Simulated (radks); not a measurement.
The xenon ion Xe+ inside a hard spherical wall (all orbitals vanish at R), configuration held at [Kr] 4d10 5s2 5p5 and not refilled when levels cross. All-electron calculation, scalar-relativistic Kohn-Sham, r2SCAN, spin-polarised, spherical densities, finite nucleus; open shells are filled with parallel spins first (spin-orbit coupling, left out, can overturn this in heavy ions); meta-GGA in the generalised Kohn-Sham scheme; Fermi nuclear charge, rms radius 4.7859 fm. Program: a radial shooting solver on a logarithmic mesh with Libxc functionals. Eigenvalues in eV for spin up, with the zero of energy where the potential of the charges vanishes at infinity; a dash marks a level that is unbound or too diffuse for the functional's potential to be trusted. A positive occupied level is held by the wall or, in an anion where self-interaction has pushed it up, behind a barrier. The pressure on the wall is -dE/dV.

R (bohr),E (hartree),kinetic (hartree),e(4p),e(4d),e(5s),e(5p),"e(6s, empty)","e(5d, empty)",pressure (GPa)
free,-7447.56349,7831.839,-154.83,-70.780,-30.215,-17.780,-,-,0
15,-7447.56349,7831.839,-154.83,-70.780,-30.215,-17.780,-,-,< 0.0001
12,-7447.56349,7831.839,-154.83,-70.780,-30.215,-17.780,-4.402,-3.597,< 0.0001
8,-7447.56340,7831.840,-154.82,-70.773,-30.210,-17.775,-3.769,-3.398,0.00708
7,-7447.56277,7831.848,-154.79,-70.743,-30.186,-17.751,-3.004,-3.152,0.0697
4,-7447.30550,7833.569,-150.85,-66.902,-27.250,-14.254,16.640,4.483,72.9
1.5,-7389.88888,8029.159,-41.869,45.201,194.10,237.07,641.15,301.68,176000
